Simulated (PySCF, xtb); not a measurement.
Al(CF3)(OH)2 (CH₂AlF₃O₂), SMILES [OH][Al]([OH])[C](F)(F)F.

GFN2-xTB (xtb 6.7.1) at its own geometry gives an orbital gap of 4.06 eV and a dipole moment of 4.75 D.

Geometry optimised at B3LYP-D3(BJ)/def2-SVP. The structure was generated by enumeration; whether it is a known compound was not checked. The values are those of a single conformer.

What does PBE/def2-TZVP (PySCF) give? (Estimate from the structure and the level; the computed values follow.)

gap 5.97 eV (levels -7.50 and -1.53 eV), dipole 4.38 D.
